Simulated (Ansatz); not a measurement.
A nudged elastic band was laid between two geometries of Al2ClH3N (7 atoms, charge -1, multiplicity 1).

Level of theory: UKS PBE/def2-SVP in Ansatz 0.2.0.

| Quantity | Value |
| --- | --- |
| movable images | 7 |
| climbing image | yes |
| spring | 20.0 eV/Å² |
| optimiser | quadratic models (default) |
| start path | through a guess of the saddle point |
| force threshold | 0.05 eV/Å |
| iteration limit | 60 |
| end points | relaxed |

Image 0:

```xyz
7
Properties=species:S:1:pos:R:3
N -2.329 0.602 0.193
Al -0.910 -0.201 -0.454
Al 1.565 -0.085 0.270
Cl -1.178 -1.534 -2.194
H -2.116 1.202 1.013
H 2.068 0.792 1.565
H 2.900 -0.775 -0.394
```

Image 8:

```xyz
7
Properties=species:S:1:pos:R:3
N -0.640 0.516 0.036
Al -0.664 -1.090 -0.798
Al 1.152 0.165 0.492
Cl -2.584 -1.676 -1.768
H -1.221 1.335 0.254
H 1.574 -0.210 2.033
H 2.383 0.959 -0.248
```

Q: Which bonds break or form, and what moves?

A: Bonds formed: N1–Al3.

Q: Give the energies along the band, and the barrier.

A: It converged. The highest image is number 0 of 0 to 8, 0.0 kJ/mol above the first end and 160.4 kJ/mol above the last; the last end lies 160.4 kJ/mol below the first. The highest image is an end point: on this band no image between the ends rises above it. Limits of this set-up: an anion without diffuse functions.

```json
{"image": "0", "path coordinate (Å)": "0.00", "energy (kJ/mol)": "0.0", "N1–Al3 (Å)": "3.96"}
{"image": "1", "path coordinate (Å)": "0.55", "energy (kJ/mol)": "-0.4", "N1–Al3 (Å)": "3.92"}
{"image": "2", "path coordinate (Å)": "1.10", "energy (kJ/mol)": "-1.1", "N1–Al3 (Å)": "3.84"}
{"image": "3", "path coordinate (Å)": "1.65", "energy (kJ/mol)": "-1.9", "N1–Al3 (Å)": "3.63"}
{"image": "4", "path coordinate (Å)": "2.20", "energy (kJ/mol)": "-4.7", "N1–Al3 (Å)": "3.16"}
{"image": "5", "path coordinate (Å)": "2.75", "energy (kJ/mol)": "-49.5", "N1–Al3 (Å)": "2.57"}
{"image": "6", "path coordinate (Å)": "3.30", "energy (kJ/mol)": "-116.7", "N1–Al3 (Å)": "2.10"}
{"image": "7", "path coordinate (Å)": "3.85", "energy (kJ/mol)": "-152.7", "N1–Al3 (Å)": "1.93"}
{"image": "8", "path coordinate (Å)": "4.40", "energy (kJ/mol)": "-160.4", "N1–Al3 (Å)": "1.88"}
```

The run took 6.8 min on 2 threads of Intel(R) Xeon(R) Platinum 8488C (Sapphire Rapids), on a shared host, peak memory 0.18 GiB.
